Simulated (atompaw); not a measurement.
Before and after: PAW (atompaw) potential for lead (Pb)

Pb (Z = 82), PAW, made with atompaw 4.2.0.5 (PBE, scalar-relativistic). Core [Xe] 4f14 5d10, reference 6s2 6p0 (charge +2). Waves: 6s (bound): rc 1.75 bohr; 6s channel at -0.65 Ry: rc 1.75 bohr; 6p (bound, empty): rc 1.95 bohr; 6p channel at 2.35 Ry: rc 1.95 bohr. Local part: bessel scheme, radius 1.55 bohr. Core correction: smooth core density matched at 1.75 bohr. Augmentation charge: gaussian compensation charge, radius 1.80 bohr; PAW radius 1.95 bohr; waves and projectors: custom polynom vanderbiltortho.

Change: wave 6s channel at -0.65 Ry: rc 1.75 bohr becomes 6s channel at 1.64 Ry: rc 1.75 bohr.

Cutoffs: the cutoffs (Ry, on a coarse ladder) from which the occupation-weighted sum of valence levels, in a spherical-Bessel basis at the reference potential, stays within 10 and 1 mRy of its value at 400 Ry; they do not see the model core or the augmentation charge, which bear on the density cutoff.

**Question.** What does the change do?

**Answer.** The potential gets neither clearly harder nor softer (18 Ry and 35 Ry → 18 Ry and 35 Ry); the bound ghosts move from d, p, s to d, p; the range in which the s phases agree narrows (upper end at the end of the scan → -0.9).

| quantity | base | changed |
| --- | --- | --- |
| cutoff, loose | 18 Ry | 18 Ry |
| cutoff, tight | 35 Ry | 35 Ry |
| bound ghosts | s, p, d | p, d |
| s: phases at 1.96 bohr within 0.05 rad from the reference energy up to (Ry; the scan ends near 5) | to the end of the scan | -0.9 |
| p: phases at 1.96 bohr within 0.05 rad from the reference energy up to (Ry; the scan ends near 5) | to the end of the scan | to the end of the scan |
| lowest overlap eigenvalue by channel | s 0.35, p 0.45 | s 0.24, p 0.45 |

 A true bound ghost makes a file unfit for plane-wave use even where its test errors are small: the radial tests pick states by their node count and pass the ghost by. The cutoffs see the waves, projectors and local potential, not the compensation charge or the core.
